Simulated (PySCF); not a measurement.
**Static response to an electric field**

Compound: C₇H₁₃ (charge +1).
Cartesian coordinates in Å at the PBE0-D3(BJ)/def2-SVP level; atoms count from 1:
```
atom  x, y, z in Å
C1     1.3994    0.1582    0.0325
C2     0.1137   -0.5151   -0.0746
C3    -0.1889   -1.8384    0.4648
C4    -1.5830   -2.2049   -0.0482
C5    -2.2389   -0.8404   -0.2406
C6    -1.0736    0.0478   -0.7052
C7    -1.2581    1.5479   -0.8008
H8     1.6263    0.7456   -0.8719
H9     1.2741    0.9239    0.8279
H10    2.2301   -0.5031    0.3057
H11    0.6287   -2.5718    0.3801
H12   -0.2398   -1.6007    1.5582
H13   -2.1261   -2.8680    0.6368
H14   -1.4900   -2.7336   -1.0111
H15   -3.0700   -0.8416   -0.9578
H16   -2.6276   -0.4428    0.7125
H17   -0.7910   -0.3518   -1.7289
H18   -0.3803    2.0586   -1.2205
H19   -1.4629    1.9670    0.1963
H20   -2.1178    1.7791   -1.4433
```

Level: B3LYP/def2-SVPD (PySCF), static field, nuclei fixed, core orbitals frozen in the response. The polarisability tensor in these axes (au):

```
x   82.01  2.63  4.47
y    2.63 82.45 -6.24
z    4.47 -6.24 65.55
```

What are the eigenvalues, a third of the trace, and Δα (Δα² = ½Σ(αi − αj)² over the three pairs)?

Principal values 62.19, 82.69 and 85.13 au; mean 76.67 au = 11.36 Å³ = 12.64 × 10⁻⁴⁰ C²·m²/J; Δα = 21.82 au (28 % of the mean).

Along which axes do the principal values lie, and how far do the nuclei extend along each?

Largest value along (0.49, 0.86, -0.16), where the nuclei span 5.37 Å; middle along (0.83, -0.41, 0.37), 5.21 Å; least along (-0.25, 0.31, 0.92), 2.66 Å. The response follows the extents in order.

Form Σ f/ω² (atomic units) for the 6 lowest TDDFT singlets, given as eV and f, and set it beside the mean polarisability, which is this sum over all singlets: 4.76, 0.0185; 4.83, 0.0089; 5.17, 0.0022; 5.35, 0.0174; 5.87, 0.0004; 6.08, 0.0449.

They add up to 2.31 au, 3.0 % of the 76.67 au; the largest single term is 0.90 au, from the state at 6.08 eV. Terms in order: 0.60, 0.28, 0.06, 0.45, 0.01, 0.90 au. Higher excitations give the rest. The strengths listed sum to 0.092.

Rayleigh depolarisation ratio (linearly polarised light, static tensor)?

ρ = 3Δα²/(45ᾱ² + 4Δα²) = 1427.9/(264512 + 1903.9) = 0.00536.

Give the eigenvalues of the traceless quadrupole moment Θ = ½Σq(3rr − r²1), origin at the centre of nuclear charge.

-7.49, 2.28, 5.21 D·Å. The values depend on the origin, since the species is charged. The electronic extent ⟨r²⟩ about the same centre is 807 bohr², a root-mean-square distance of 2.05 Å for the 54 electrons.

One conformer (not necessarily the lowest) at the PBE0-D3(BJ)/def2-SVP geometry, without solvent, vibrations or thermal averaging.
